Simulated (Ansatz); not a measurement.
Relaxation of AlH₃LiNO (7 atoms, charge 0, multiplicity 1), to a largest force component of 0.02 eV/Å in at most 50 steps.

These are results of RKS PBE0-D4/def2-SVP in Ansatz, not measurements.

```xyz
7
Properties=species:S:1:pos:R:3:forces:R:3
Li -1.591 -2.408 -1.581 -0.29 -0.48 -0.26
O -0.857 -1.152 -0.950 -0.19 -0.87 0.17
Al -0.139 0.233 -0.425 -0.05 3.03 -2.12
N 0.736 0.540 1.107 -2.20 -4.66 -1.33
H -0.212 1.450 -1.355 0.00 0.76 -0.46
H 0.179 -0.663 0.787 1.73 1.47 2.63
H 0.948 -0.108 1.856 1.00 0.75 1.37
```

Task: Where does it end, and by what steps?

Result: The forces met the threshold. After 10 steps the energy has fallen by 3.231 eV; H6 moved furthest, 1.01 Å. Parted: Al3–H6. Joined: N4–H6.

| step | energy less start (eV) | largest force component (eV/Å) | accepted |
| --- | --- | --- | --- |
| 0 | 0.0000 | 4.663 | yes |
| 1 | -1.1510 | 4.858 | yes |
| 2 | -1.7420 | 6.190 | yes |
| 3 | -2.4337 | 1.678 | yes |
| 4 | -2.8347 | 1.094 | yes |
| 5 | -3.0624 | 0.633 | yes |
| 6 | -3.1866 | 0.357 | yes |
| 7 | -3.2066 | 0.183 | yes |
| 8 | -3.2272 | 0.044 | yes |
| 9 | -3.2307 | 0.025 | yes |
| 10 | -3.2309 | 0.007 | yes |

```xyz
7
Properties=species:S:1:pos:R:3
Li -1.821 -2.362 -2.006
O -1.021 -1.203 -1.222
Al -0.201 0.077 -0.507
N 0.542 -0.024 1.111
H -0.012 1.498 -1.212
H 0.535 -0.833 1.721
H 1.041 0.739 1.554
```

Whether the end is a true minimum wasn't checked by a vibrational analysis.

Run time: 37 s on 1 thread of Arm Neoverse V1, on a shared host, peak memory 0.16 GiB.
